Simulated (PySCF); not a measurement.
Record of a relaxation.

Compound: C6H18AlP.
Bonds: C1–Al2, Al2–C3, Al2–C4, Al2–P5, P5–C6, P5–C7, P5–C8. Hydrogens: H9, H10, H11 on C1; H12, H13, H14 on C3; H15, H16, H17 on C4; H18, H19, H20 on C6; H21, H22, H23 on C7; H24, H25, H26 on C8.

Method: PBE0-D3(BJ)/def2-SVP geometry optimisation, gas phase in PySCF 2.14.0; density fitting, grid level 1; the optimiser is geomeTRIC in internal coordinates, started from a GFN2-xTB structure with every atom displaced at random (about 0.01 Å). 7 of its 14 geometries are shown. The frame can shift and turn from step to step; on so coarse a grid that alone can change the energy by a few meV, and forces under 0.02 eV/Å are noise.

Step 0: E = -22379.1895 eV, largest atomic force 1.733 eV/Å
```
atom  x, y, z in Å  |  force x, y, z in eV/Å
C1      1.883    1.687   -0.935   -1.393   0.686   0.611
Al2     1.596   -0.150   -0.244   -0.615  -0.068   0.112
C3      2.016   -0.528    1.668   -0.147   0.732  -0.058
C4      1.495   -1.663   -1.540   -1.603  -0.093   0.651
P5     -0.941    0.083    0.109   -0.337   0.216   0.400
C6     -1.856   -1.447    0.520    0.403   0.298   0.234
C7     -1.968    0.755   -1.242   -0.177   0.031  -0.395
C8     -1.446    1.177    1.503   -0.051  -0.544  -0.550
H9      1.498    2.488   -0.228    0.306  -0.727  -0.395
H10     1.348    1.887   -1.883    0.049  -0.175  -0.029
H11     2.907    1.951   -1.111    1.159   0.188  -0.200
H12     1.431   -1.325    2.119   -0.429  -0.500   0.106
H13     3.047   -0.833    1.805    0.742  -0.200   0.004
H14     1.891    0.351    2.333   -0.035  -0.026  -0.210
H15     1.131   -2.613   -1.069    0.282   0.430  -0.098
H16     0.753   -1.452   -2.344    0.245   0.074   0.128
H17     2.415   -1.886   -2.028    1.207  -0.306  -0.619
H18    -1.411   -1.902    1.407    0.153  -0.189   0.181
H19    -2.907   -1.258    0.716   -0.491   0.215   0.094
H20    -1.782   -2.138   -0.306    0.140  -0.545  -0.523
H21    -3.045    0.787   -0.968    0.360  -0.005  -0.034
H22    -1.847    0.106   -2.129   -0.033   0.159   0.083
H23    -1.628    1.771   -1.508   -0.026  -0.153   0.025
H24    -1.090    2.179    1.324    0.275   0.681  -0.078
H25    -2.530    1.185    1.607   -0.424   0.049  -0.059
H26    -1.031    0.810    2.429    0.443  -0.226   0.619
```

Step 2: E = -22379.3723 eV, largest atomic force 0.197 eV/Å
```
atom  x, y, z in Å  |  force x, y, z in eV/Å
C1      1.769    1.747   -0.897    0.082   0.045   0.053
Al2     1.479   -0.125   -0.290   -0.176   0.018   0.086
C3      2.068   -0.539    1.566    0.061  -0.028   0.062
C4      1.409   -1.649   -1.564    0.089  -0.060  -0.052
P5     -0.976    0.079    0.159   -0.050   0.009  -0.027
C6     -1.840   -1.482    0.559   -0.011  -0.011  -0.003
C7     -1.929    0.745   -1.253    0.002  -0.014   0.005
C8     -1.442    1.182    1.542   -0.009  -0.004   0.014
H9      1.463    2.433   -0.085    0.007   0.035  -0.051
H10     1.216    2.041   -1.805   -0.021  -0.043  -0.011
H11     2.833    1.974   -1.093   -0.015  -0.046  -0.002
H12     1.503   -1.378    2.012    0.001   0.006  -0.022
H13     3.132   -0.832    1.622   -0.006   0.018  -0.041
H14     1.952    0.326    2.242   -0.008  -0.003  -0.011
H15     1.158   -2.583   -1.029   -0.010   0.009  -0.027
H16     0.674   -1.531   -2.381    0.002   0.033   0.011
H17     2.383   -1.829   -2.055   -0.028   0.024   0.032
H18    -1.373   -1.938    1.445    0.008   0.001  -0.001
H19    -2.910   -1.313    0.759    0.007  -0.005  -0.001
H20    -1.734   -2.183   -0.282    0.025   0.005   0.002
H21    -3.005    0.810   -1.028    0.000   0.005  -0.002
H22    -1.780    0.094   -2.127    0.003   0.001   0.000
H23    -1.546    1.744   -1.504    0.002   0.002  -0.002
H24    -1.059    2.194    1.347    0.018  -0.007  -0.005
H25    -2.534    1.224    1.671    0.009   0.011   0.002
H26    -0.981    0.813    2.470    0.018   0.001  -0.009
```

Step 4: E = -22379.3923 eV, largest atomic force 0.145 eV/Å
```
atom  x, y, z in Å  |  force x, y, z in eV/Å
C1      1.795    1.730   -0.906   -0.091  -0.019   0.027
Al2     1.434   -0.112   -0.246    0.009  -0.024   0.029
C3      2.047   -0.563    1.595   -0.054   0.069  -0.049
C4      1.421   -1.600   -1.568   -0.134   0.035   0.044
P5     -1.012    0.085    0.170   -0.008  -0.004  -0.020
C6     -1.843   -1.494    0.570    0.052   0.019   0.025
C7     -1.965    0.738   -1.247    0.006   0.007   0.001
C8     -1.453    1.194    1.553    0.024  -0.019  -0.018
H9      1.517    2.508   -0.172    0.019  -0.010  -0.009
H10     1.260    1.958   -1.845    0.014   0.005  -0.014
H11     2.868    1.872   -1.116    0.061   0.011  -0.016
H12     1.502   -1.422    2.022    0.007  -0.030   0.027
H13     3.115   -0.840    1.599    0.024  -0.002   0.009
H14     1.936    0.284    2.295    0.011  -0.025   0.011
H15     1.145   -2.563   -1.101    0.004   0.021  -0.030
H16     0.723   -1.426   -2.408    0.034  -0.017   0.005
H17     2.417   -1.743   -2.018    0.086  -0.015  -0.036
H18    -1.365   -1.932    1.459   -0.011   0.004   0.001
H19    -2.919   -1.361    0.760   -0.015   0.001  -0.006
H20    -1.698   -2.190   -0.268   -0.011  -0.014  -0.011
H21    -3.041    0.803   -1.027   -0.005  -0.003   0.005
H22    -1.808    0.083   -2.116   -0.003  -0.002   0.003
H23    -1.582    1.737   -1.503    0.001  -0.002   0.000
H24    -1.051    2.195    1.344   -0.004   0.023   0.000
H25    -2.541    1.259    1.706   -0.005  -0.005   0.004
H26    -0.971    0.823    2.470   -0.012  -0.005   0.020
```

Step 6: E = -22379.3948 eV, largest atomic force 0.024 eV/Å
```
atom  x, y, z in Å  |  force x, y, z in eV/Å
C1      1.814    1.722   -0.905    0.008  -0.006  -0.017
Al2     1.422   -0.111   -0.238    0.021  -0.005  -0.011
C3      2.030   -0.573    1.600   -0.005  -0.012  -0.002
C4      1.424   -1.575   -1.585    0.007   0.004  -0.003
P5     -1.020    0.087    0.170    0.021   0.008   0.003
C6     -1.840   -1.493    0.585   -0.008  -0.007  -0.002
C7     -1.981    0.732   -1.244   -0.011  -0.004   0.002
C8     -1.459    1.197    1.554   -0.004   0.009   0.004
H9      1.553    2.519   -0.187   -0.001   0.001   0.007
H10     1.294    1.947   -1.853    0.002   0.007   0.005
H11     2.893    1.834   -1.112   -0.014  -0.001   0.006
H12     1.502   -1.446    2.023    0.009   0.002  -0.004
H13     3.103   -0.838    1.596   -0.001   0.006   0.002
H14     1.918    0.260    2.315   -0.005   0.003   0.002
H15     1.131   -2.549   -1.156   -0.003  -0.008  -0.001
H16     0.756   -1.379   -2.443    0.004   0.006  -0.009
H17     2.435   -1.712   -2.011   -0.018   0.000   0.017
H18    -1.363   -1.918    1.480   -0.001   0.002   0.002
H19    -2.917   -1.364    0.770    0.002   0.001  -0.001
H20    -1.691   -2.198   -0.246    0.000   0.002   0.004
H21    -3.056    0.795   -1.018    0.002   0.002   0.000
H22    -1.828    0.071   -2.110   -0.001   0.000  -0.001
H23    -1.601    1.730   -1.507    0.001   0.000  -0.001
H24    -1.062    2.201    1.344   -0.003  -0.006   0.002
H25    -2.547    1.258    1.708   -0.001  -0.002  -0.002
H26    -0.978    0.828    2.472   -0.001  -0.001  -0.004
```

Step 9: E = -22379.3964 eV, largest atomic force 0.041 eV/Å
```
atom  x, y, z in Å  |  force x, y, z in eV/Å
C1      1.845    1.726   -0.863    0.018   0.013   0.015
Al2     1.425   -0.117   -0.245   -0.028   0.018  -0.009
C3      2.013   -0.612    1.589    0.031  -0.018   0.018
C4      1.422   -1.545   -1.627    0.021  -0.021  -0.009
P5     -1.019    0.091    0.165   -0.023  -0.003   0.010
C6     -1.831   -1.484    0.613   -0.003   0.004   0.002
C7     -2.000    0.706   -1.250    0.011  -0.003  -0.006
C8     -1.467    1.216    1.534   -0.004  -0.004  -0.004
H9      1.597    2.502   -0.117   -0.005  -0.002  -0.002
H10     1.340    1.997   -1.806   -0.009  -0.006   0.000
H11     2.929    1.824   -1.055    0.001   0.001  -0.004
H12     1.513   -1.514    1.984   -0.007  -0.001  -0.009
H13     3.095   -0.837    1.598   -0.004   0.006  -0.002
H14     1.862    0.198    2.324   -0.009   0.001  -0.005
H15     1.076   -2.523   -1.250   -0.012   0.010   0.007
H16     0.812   -1.295   -2.513   -0.004   0.006   0.005
H17     2.449   -1.707   -2.002    0.003  -0.005  -0.002
H18    -1.358   -1.884    1.522    0.003  -0.003  -0.003
H19    -2.910   -1.354    0.791    0.001  -0.002   0.001
H20    -1.678   -2.211   -0.198    0.006   0.001  -0.003
H21    -3.072    0.773   -1.008   -0.001   0.001  -0.001
H22    -1.860    0.029   -2.105    0.001   0.000   0.001
H23    -1.626    1.699   -1.539   -0.001   0.000   0.000
H24    -1.083    2.223    1.315    0.006   0.002  -0.003
H25    -2.556    1.264    1.685    0.002   0.003   0.002
H26    -0.985    0.862    2.458    0.005   0.003   0.000
```

Step 11: E = -22379.3978 eV, largest atomic force 0.028 eV/Å
```
atom  x, y, z in Å  |  force x, y, z in eV/Å
C1      1.863    1.739   -0.807   -0.009  -0.001   0.019
Al2     1.425   -0.118   -0.246   -0.011   0.004   0.009
C3      1.999   -0.662    1.579   -0.005   0.019  -0.014
C4      1.419   -1.517   -1.659   -0.005   0.014   0.000
P5     -1.019    0.094    0.160   -0.025  -0.013   0.002
C6     -1.822   -1.478    0.637    0.014   0.012   0.007
C7     -2.006    0.678   -1.264    0.013   0.003  -0.004
C8     -1.469    1.243    1.509    0.013  -0.005  -0.009
H9      1.618    2.489   -0.034    0.004   0.000  -0.004
H10     1.357    2.046   -1.739   -0.002  -0.005  -0.004
H11     2.947    1.835   -0.997    0.011   0.005  -0.007
H12     1.522   -1.595    1.930   -0.001  -0.008   0.003
H13     3.088   -0.846    1.603    0.004  -0.002   0.003
H14     1.802    0.117    2.336    0.003  -0.009   0.006
H15     1.011   -2.485   -1.319   -0.004   0.007   0.003
H16     0.857   -1.216   -2.561    0.000  -0.009   0.003
H17     2.452   -1.718   -1.994    0.013  -0.011  -0.010
H18    -1.348   -1.856    1.554    0.000  -0.001  -0.002
H19    -2.902   -1.354    0.806   -0.004  -0.002   0.000
H20    -1.657   -2.218   -0.160   -0.004  -0.002  -0.005
H21    -3.076    0.750   -1.019   -0.002  -0.002  -0.002
H22    -1.869   -0.019   -2.104    0.001  -0.001   0.001
H23    -1.634    1.664   -1.577    0.000   0.000   0.002
H24    -1.088    2.247    1.267    0.000   0.004  -0.002
H25    -2.557    1.291    1.663   -0.001   0.002   0.003
H26    -0.981    0.911    2.437   -0.002   0.000   0.004
```

Step 13: E = -22379.3987 eV, largest atomic force under 0.02 eV/Å
```
atom  x, y, z in Å  |  force x, y, z in eV/Å
C1      1.862    1.748   -0.778   -0.007  -0.004   0.000
Al2     1.424   -0.116   -0.241    0.010  -0.006   0.007
C3      1.995   -0.690    1.577   -0.011   0.011  -0.008
C4      1.415   -1.501   -1.668   -0.004   0.013   0.000
P5     -1.020    0.095    0.159    0.005  -0.006  -0.002
C6     -1.820   -1.474    0.649   -0.002   0.001   0.001
C7     -1.997    0.662   -1.276    0.000  -0.001  -0.001
C8     -1.469    1.260    1.493    0.002   0.005  -0.001
H9      1.621    2.490    0.004    0.004   0.002   0.000
H10     1.350    2.064   -1.704    0.001   0.001   0.000
H11     2.945    1.849   -0.975   -0.001   0.000  -0.001
H12     1.532   -1.639    1.899    0.003  -0.002   0.001
H13     3.087   -0.855    1.605    0.002  -0.002   0.000
H14     1.779    0.066    2.353    0.003  -0.004   0.005
H15     0.978   -2.459   -1.338    0.002  -0.003   0.000
H16     0.872   -1.182   -2.575    0.001  -0.004  -0.002
H17     2.447   -1.728   -1.992   -0.002  -0.002   0.000
H18    -1.346   -1.843    1.570    0.000   0.000   0.000
H19    -2.901   -1.353    0.815    0.000   0.001   0.001
H20    -1.651   -2.220   -0.141   -0.004   0.000   0.000
H21    -3.070    0.738   -1.040    0.000  -0.001  -0.001
H22    -1.855   -0.044   -2.107    0.001   0.001  -0.001
H23    -1.623    1.645   -1.598    0.000   0.000   0.001
H24    -1.088    2.260    1.237   -0.002  -0.001   0.001
H25    -2.557    1.312    1.648   -0.001  -0.001   0.000
H26    -0.980    0.940    2.425   -0.002  -0.001   0.000
```

Q: Summarise the path.

A: The energy falls by 0.2092 eV from step 0 to step 13; nine tenths of that is first reached at step 3. It falls at every step. The largest force goes from 1.733 to under 0.02 eV/Å. Among the bonds Al2–P5 changes most, from 2.571 to 2.485 Å; the atoms move by 0.199 Å rms after alignment.

Q: Follow the three bonds and two angles with the largest change from start to end.

A: 
```tsv
step	E above end (eV)	largest force (eV/Å)	Al2–P5 (Å)	C4–H17 (Å)	C1–H11 (Å)	Al2–C1–H11 (°)	C1–Al2–P5 (°)
0	0.2092	1.733	2.571	1.066	1.072	115.0	96.1
1	0.0436	0.451	2.508	1.114	1.110	113.4	96.3
2	0.0263	0.197	2.505	1.106	1.105	112.8	96.9
3	0.0103	0.192	2.495	1.099	1.101	111.6	98.4
4	0.0063	0.145	2.489	1.101	1.103	111.0	99.2
5	0.0045	0.043	2.485	1.104	1.105	110.6	99.9
6	0.0039	0.024	2.484	1.105	1.105	110.4	100.1
7	0.0033	0.039	2.484	1.106	1.106	110.3	100.3
8	0.0029	0.050	2.485	1.105	1.105	110.2	100.4
9	0.0023	0.041	2.487	1.105	1.105	110.1	100.5
10	0.0016	0.034	2.487	1.105	1.105	110.1	100.5
11	0.0009	0.028	2.487	1.104	1.105	110.2	100.5
12	0.0003	0.030	2.486	1.105	1.105	110.4	100.5
13	0.0000	under 0.02	2.485	1.105	1.105	110.5	100.4
```

The cost below is that of the whole optimisation. On one thread of an Arm Neoverse V2 (shared host), this took 4.8 min wall and 1.0 GiB of memory at its peak.
